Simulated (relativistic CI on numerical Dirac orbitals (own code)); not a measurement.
# How well does a small relativistic CI reproduce Co4+?

Computed by Dirac-Coulomb-Breit CI, KLI orbitals optimised for each configuration, model QED (radiative potential, 1s self-energy scaled to tabulated hydrogen-like ionisation energies), valence Slater integrals scaled by 0.85, P86 correlation energy added to each configuration (own radial code, finite nucleus).

Configuration list (outside the closed core [Ne]): 3s2.3p6.3d5, 3s2.3p6.3d4.4s, 3s2.3p6.3d4.4p, 3s2.3p5.3d6, 3s2.3p6.3d4.4d, 3s2.3p6.3d4.5s, 3s2.3p6.3d4.5p, 3s2.3p6.3d4.4f, 3s2.3p6.3d4.5d, 3s2.3p6.3d4.6s, 3s2.3p6.3d4.6p, 3s2.3p6.3d3.4s.4p, 3s2.3p6.3d4.5f, 3s2.3p6.3d4.5g, 3s.3p6.3d6, 3s2.3p6.3d4.6d, 3s2.3p6.3d3.4p.4d, 3s2.3p5.3d5.4s, 3s2.3p6.3d3.4s2, 3s2.3p6.3d2.4s2.4p, 3s2.3p6.3d2.4s2.4d, 3s2.3p6.3d2.4s2.5s, 3s2.3p6.3d2.4s2.5p, 3s2.3p6.3d3.4p2, 3s2.3p6.3d2.4s.4p2, 3s2.3p6.3d2.4p3, 3s2.3p6.3d2.4p2.4d, 3s2.3p6.3d2.4p2.5s, 3s2.3p6.3d2.4p2.5p, 3s2.3p6.3d3.4s.4d, 3s2.3p6.3d2.4s.4p.4d, 3s2.3p6.3d2.4s.4d2, 3s2.3p6.3d2.4s.4d.5s, 3s2.3p6.3d2.4s.4d.5p. Double excitations out of closed p, d and f shells are left out; levels of such configurations are missing from the list, as are those of other unlisted configurations, and high levels can miss mixing partners.

```tsv
Configuration	Term (tabulated)	J	Measured (cm⁻¹)	Computed	Error	Purity (%)
3s2.3p6.3d5	6S	5/2	0.0	0	0	100
3s2.3p6.3d5	4G	11/2	37217.5	35338	-1879	100
3s2.3p6.3d5	4P	5/2	40753.2	40130	-623	90
3s2.3p6.3d5	4P	3/2	40890.9	40277	-614	92
3s2.3p6.3d5	4P	1/2	41023.8	40439	-585	97
3s2.3p6.3d5	4D	7/2	44709.1	43227	-1482	99
3s2.3p6.3d5	4D	1/2	44907.5	43443	-1465	97
3s2.3p6.3d5	2D3	5/2	57082.6	55655	-1428	71
3s2.3p6.3d5	2D3	3/2	57823.2	56381	-1442	94
3s2.3p6.3d5	2F1	7/2	59454.9	57875	-1580	96
3s2.3p6.3d5	4F	9/2	60830.3	59209	-1621	95
3s2.3p6.3d5	4F	7/2	60973.6	59376	-1597	95
3s2.3p6.3d5	2H	9/2	64742.3	62228	-2514	75
3s2.3p6.3d5	2H	11/2	65283.8	62767	-2517	99
3s2.3p6.3d5	2G2	7/2	66228.7	63520	-2709	98
3s2.3p6.3d5	2G2	9/2	66760.4	64084	-2677	73
3s2.3p6.3d5	2S	1/2	76864.5	74679	-2185	99
3s2.3p6.3d5	2G1	9/2	95708.7	92708	-3001	100
3s2.3p6.3d5	2G1	7/2	95726.5	92730	-2997	100
3s2.3p6.3d4.4s	6D	1/2	205878.9	208470	2591	100
3s2.3p6.3d4.4s	6D	3/2	206108.5	208692	2583	100
3s2.3p6.3d4.4s	6D	5/2	206476.0	209047	2571	100
3s2.3p6.3d4.4s	6D	7/2	206962.2	209517	2555	100
3s2.3p6.3d4.4s	6D	9/2	207548.5	210084	2536	100
3s2.3p6.3d4.4s	4D	1/2	216820.5	218673	1852	99
3s2.3p6.3d4.4s	4D	3/2	217171.0	219011	1840	99
3s2.3p6.3d4.4s	4D	5/2	217713.2	219535	1822	99
3s2.3p6.3d4.4s	4D	7/2	218407.2	220206	1799	99
3s2.3p6.3d4.4s	4P	1/2	235199.9	237524	2324	98
3s2.3p6.3d4.4s	4H	7/2	235961.1	235817	-144	98
3s2.3p6.3d4.4s	4H	9/2	236158.0	236010	-148	98
3s2.3p6.3d4.4s	4P	3/2	236353.1	238618	2264	98
3s2.3p6.3d4.4s	4H	11/2	236431.2	236256	-175	99
3s2.3p6.3d4.4s	4H	13/2	236746.0	236537	-209	99
3s2.3p6.3d4.4s	4P	5/2	238106.2	240319	2213	99
3s2.3p6.3d4.4s	4F	7/2	238259.1	239872	1613	91
3s2.3p6.3d4.4s	4F	9/2	238390.3	239994	1604	91
3s2.3p6.3d4.4s	4G	5/2	241174.1	242327	1153	92
3s2.3p6.3d4.4s	4G	7/2	241582.4	242720	1138	90
3s2.3p6.3d4.4s	4G †	9/2	241875.4	243051	1176	90
3s2.3p6.3d4.4s	4G †	11/2	241985.3	243428	1443	78
3s2.3p6.3d4.4s	2P	1/2	242340.3	244142	1802	98
3s2.3p6.3d4.4s	2H	9/2	242765.0	242071	-694	94
3s2.3p6.3d4.4s	2H	11/2	243455.2	242379	-1076	78
3s2.3p6.3d4.4s	2P	3/2	244485.4	246204	1718	98
3s2.3p6.3d4.4s	2G	7/2	248098.9	248787	688	92
```

Measured levels from Sugar and Corliss, J. Phys. Chem. Ref. Data 10, 1097 (1981); pairs were made by configuration, J and term (by order where the table uses no LS term), so strongly mixed levels may be paired wrongly. Some J values or terms of the table were assigned by a fit.

Mean error by configuration (cm⁻¹): 3s2.3p6.3d5 -1829; 3s2.3p6.3d4.4s 1369. Over the excited levels the mean absolute error is 1675 cm⁻¹ (45 of the 46 excited levels that our extract of the source holds in range could be paired, and the others can miss by more), and the median relative error of those above 1,000 cm⁻¹ is 1.2 %. Some levels of the ground configuration have no partner. † marks terms whose computed intervals miss the measured ones by more than a factor of 2.5, or configurations far off the rest, from wrong mixing, a near crossing or a doubtful label or measurement; they are left out of the means.
